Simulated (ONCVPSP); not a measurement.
## Before and after: ONCV potential for osmium

```json
{"Element": "Os (Z = 76)", "Generator": "ONCVPSP 4.0.1", "Type": "optimised norm-conserving Vanderbilt (ONCV)", "Functional": "PBE", "Relativity": "scalar-relativistic", "Frozen core": "[Kr] 4d10 4f14", "Valence charge": "16", "Reference configuration": "5s2 5p6 5d6 6s1 (charge +1)", "Partial waves": "5s+6s: rc 1.65 bohr, ncon 5, nbas 10, qcut 7.1 1/bohr, 2 projectors; 5p: rc 1.50 bohr, ncon 4, nbas 7, qcut 7.3 1/bohr, 3 projectors, debl 2.8 Ha; 5d: rc 2.15 bohr, ncon 4, nbas 8, qcut 7.2 1/bohr, 3 projectors, debl 0.6 Ha", "Local potential": "polynomial inside 0.95 bohr (lpopt 5, dvloc0 4 Ha)", "Core correction": "Teter function fitted to the true core (icmod 2), fcfact 0.5"}
```

Change: local potential polynomial inside 0.95 bohr (lpopt 5, dvloc0 -2.5 Ha).

Cutoffs: the cutoffs (Ha) at which the residual kinetic energy of the hardest occupied pseudo-wave falls to 1 and 0.1 mHa per electron; they do not see the model core or the augmentation charge, which bear on the density cutoff. Errors are all-electron minus pseudo energies relative to the spin-unpolarised reference configuration.

Problem. How do hardness, ghosts and transferability respond?

Solution. The potential gets neither clearly harder nor softer (23 Ha and 40 Ha → 23 Ha and 40 Ha); a bound ghost appears in s, which as a rule spoils a file; the lowest positive-energy flag moves from s at 46.9 eV to none; the errors of the 4 common tests hardly move; the range in which the s phases agree widens (upper end 1.5 → at the end of the scan). In the separable form a ghost depends on how the local part lies against the semilocal potential of the channel, so the choice of the local part can create or remove one.

| quantity | base | changed |
| --- | --- | --- |
| cutoff, loose | 23 Ha | 23 Ha |
| cutoff, tight | 40 Ha | 40 Ha |
| bound ghosts | none | s |
| GHOST(+) flags under 300 eV | s at 46.9 eV | none |
| error for 5s2 5p6 5d6 6s2, meV [ΔE -9.58 eV] | +3.0 | +3.1 |
| error for 5s2 5p6 5d6 6s0, meV [ΔE 16.91 eV] | -5.9 | -5.6 |
| error for 5s2 5p6 5d5 6s0, meV [ΔE 45.76 eV] | -8.4 | -8.1 |
| error for 5s2 5p6 5d7 6s1, meV [ΔE -9.26 eV] | -1.2 | -1.2 |
| s: phases at 1.68 bohr within 0.05 rad from the reference energy up to (Ha; the scan ends near 5) | 1.5 | to the end of the scan |
| p: phases at 1.52 bohr within 0.05 rad from the reference energy up to (Ha; the scan ends near 5) | to the end of the scan | to the end of the scan |
| d: phases at 2.18 bohr within 0.05 rad from the reference energy up to (Ha; the scan ends near 5) | to the end of the scan | to the end of the scan |
| rms error of d²Exc/dni dnj with the model core, mHa | 0.83 | 0.84 |

 A true bound ghost makes a file unfit for plane-wave use even where its test errors are small: the radial tests pick states by their node count and pass the ghost by.
